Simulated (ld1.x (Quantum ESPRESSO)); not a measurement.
## Before and after: TM potential for cadmium

| Item | Value |
| --- | --- |
| Element | cadmium |
| Generator | ld1.x (Quantum ESPRESSO) 7.5 |
| Type | norm-conserving Troullier–Martins (Kleinman–Bylander form) |
| Functional | LDA (PZ) |
| Relativity | scalar-relativistic |
| Frozen core | [Kr] |
| Valence charge | 12 |
| Reference configuration | 4d10 5s0.5 5p0 (charge +1.5) |
| Partial waves | 5p (bound, empty): rc 2.20 bohr; 4d (bound): rc 1.75 bohr; 4f channel at 0.3 Ry: rc 2.20 bohr; 5s (bound): rc 2.20 bohr |
| Local potential | the s channel |
| Core correction | a·sin(br)/r model core inside 1.75 bohr |

All-electron outer shells of the reference configuration (LDA (PZ), scalar-relativistic, ld1.x):

| shell | level (eV) | outermost node (bohr) | outermost maximum (bohr) |
| --- | --- | --- | --- |
| 4p | -80.84 | 0.43 | 0.84 |
| 4d | -25.61 | 0.42 | 0.98 |
| 5s | -17.51 | 1.06 | 2.18 |
| 5p | -11.13 | 1.18 | 2.66 |

Change: all radii but the core radius scaled by about 0.83 (s 1.82, p 1.82, d 1.44, f 1.82 bohr).

Cutoffs: the cutoffs (Ry, on a coarse ladder) from which the occupation-weighted sum of valence levels, in a spherical-Bessel basis at the reference potential, stays within 10 and 1 mRy of its value at 400 Ry; they do not see the model core or the augmentation charge, which bear on the density cutoff. Errors are all-electron minus pseudo energies relative to the spin-unpolarised reference configuration.

Task: What does the change do?

Result: The potential gets harder (70 Ry and 110 Ry → 80 Ry and 140 Ry); a bound ghost appears in p, which as a rule spoils a file; the number of tests with a reliable result goes from 8 to 9; of the 8 tests that both files solve, the error grows in 1 and shrinks in 3 by more than 15 % and 0.3 meV (median size 2.5 → 2.6 meV). A smaller radius makes the pseudo-wave follow the all-electron one further in, where it bends more sharply, so more plane waves are needed.

| quantity | base | changed |
| --- | --- | --- |
| cutoff, loose | 70 Ry | 80 Ry |
| cutoff, tight | 110 Ry | 140 Ry |
| loose cutoff by channel (10 mRy a level) | d 55 Ry, s 8 Ry | d 70 Ry, s 18 Ry |
| bound ghosts | none | p |
| tests with a reliable result | 8 of 9 | 9 of 9 |
| error for 4d10 5s2 5p0, meV [ΔE -17.36 eV] | -8.2 | -4.1 |
| error for 4d10 5s1 5p0, meV [ΔE -7.73 eV] | -0.8 | -0.3 |
| error for 4d10 5s0 5p0, meV [ΔE 9.79 eV] | -4.9 | -4.4 |
| error for 4d10 5s0 5p2, meV [ΔE -7.45 eV] | +0.6 | +2.9 |
| error for 4d8 5s0 5p0, meV [ΔE 102.32 eV] | -921 | -956 |
| error for 4d10 5s1.5 5p0, meV [ΔE -13.49 eV] | -4.2 | -2.2 |
| error for 4d10 5s0.5 5p0 (spin-polarised), meV [ΔE -0.05 eV] | +0.2 | 0.0 |
| error for 4d10 5s1 5p0 (spin-polarised), meV [ΔE -7.92 eV] | +0.1 | 0.0 |

 A true bound ghost makes a file unfit for plane-wave use even where its test errors are small: the radial tests pick states by their node count and pass the ghost by.
